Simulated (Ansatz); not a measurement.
GeH$_{7}$NSi, SMILES `N[SiH2][GeH3]`, one more setting.

```yaml
crystal:
  periodic: [false, false, false]
  atoms:
    - {symbol: N, position_ang: [-1.481454, 0.571788, -0.772419]}
    - {symbol: Si, position_ang: [0.053666, 0.782135, -0.377884]}
    - {symbol: Ge, position_ang: [1.000798, -1.034910, 0.979038]}
    - {symbol: H, position_ang: [-1.818203, -0.438638, -1.075451]}
    - {symbol: H, position_ang: [-2.076179, 1.301755, -1.182843]}
    - {symbol: H, position_ang: [0.304013, 1.942055, 0.452395]}
    - {symbol: H, position_ang: [0.858750, 0.764117, -1.675870]}
    - {symbol: H, position_ang: [0.583427, -2.373977, 0.321525]}
    - {symbol: H, position_ang: [0.123886, -0.923307, 2.477074]}
    - {symbol: H, position_ang: [2.334107, -0.825025, 1.219602]}
basis:
  gaussian: {orbitals: aug-pcseg-2}
hamiltonian: {xc: {name: HSE06}}
output: {forces: true}
```

```sh
$ ansatz run in.yaml --threads 2 --pin off --events-out ev --progress --plain --max-ram 4352MiB
```

Shortened log:

```
Functional definition: HSE06
1440 factors; their error is unknown
187 factors; integrals over basis functions are off by at most 3.2e-6 eV
mean field evaluation 1: about -65981.1717 eV, gradient 6.2e1 eV
mean field evaluation 2: about -65966.8929 eV, gradient 9.4e1 eV
mean field evaluation 4: about -65988.5654 eV, gradient 2.2e0 eV
mean field evaluation 8: about -65988.5822 eV, gradient 3.3e-2 eV
mean field evaluation 16: about -65988.8839 eV, gradient 9.1e-5 eV
mean field -65988.88389672 eV, -2425.0467543324 hartree, gradient 2.5e-5 eV, S^2 0.000000; 0 other end points of the search recorded, 0 dependent functions left out
reference -65988.88396779 eV, -2425.0467569444 hartree; 30, 30 occupied and 286, 286 virtual orbitals, 1440 factors
Total energy: -65988.88396779 eV, -2425.0467569444 hartree
Atom 0 at    -1.481454     0.571788    -0.772419 Å, force    -5.762591    -3.001359    -1.863925 eV/Å
Atom 1 at     0.053666     0.782135    -0.377884 Å, force     4.637198    -0.921225     0.220260 eV/Å
Atom 2 at     1.000798    -1.034910     0.979038 Å, force    -5.768117     0.183546     0.582433 eV/Å
Atom 3 at    -1.818203    -0.438638    -1.075451 Å, force     0.863581     3.210104     0.886530 eV/Å
Atom 4 at    -2.076179     1.301755    -1.182843 Å, force     0.435304    -0.766730     0.358587 eV/Å
Atom 5 at     0.304013     1.942055     0.452395 Å, force     0.026808     0.849211     0.134459 eV/Å
Atom 6 at     0.858750     0.764117    -1.675870 Å, force     0.206212     0.358810     0.554891 eV/Å
Atom 7 at     0.583427    -2.373977     0.321525 Å, force     0.327408     0.026990     0.214128 eV/Å
Atom 8 at     0.123886    -0.923307     2.477074 Å, force     1.168286    -0.268752    -1.757577 eV/Å
Atom 9 at     2.334107    -0.825025     1.219602 Å, force     3.865911     0.329404     0.670215 eV/Å
Dipole moment:    -0.227338     0.035685    -0.271468 e Å
```

It took 17 s on 2 threads of an Arm Neoverse V1 on a shared host, with 1.2 GiB of host memory at the peak.
